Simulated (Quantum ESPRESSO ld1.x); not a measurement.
Results of a calculation; reference values are marked as such.
Fe24+, configuration [He]. Level of theory: scalar-relativistic Kohn-Sham, LDA (Slater exchange, VWN5 correlation), spin-polarised, spherical densities, point nucleus (ld1.x of Quantum ESPRESSO 7.5). Some entries of the table are withheld. Estimate them.

| orbital | occ. | eigenvalue (eV) | r(max) (bohr) |
|---|---|---|---|
| 1s | 2 | (1) | (2) |
| 2s | 0 | (3) | (4) |
| 2p | 0 | (5) | (6) |

Answer. 
(1) 1s eigenvalue (eV): -8653.897
(2) 1s r(max) (bohr): 0.03819
(3) 2s eigenvalue (eV): -2068.179
(4) 2s r(max) (bohr): 0.2058
(5) 2p eigenvalue (eV): -2020.960
(6) 2p r(max) (bohr): 0.1604
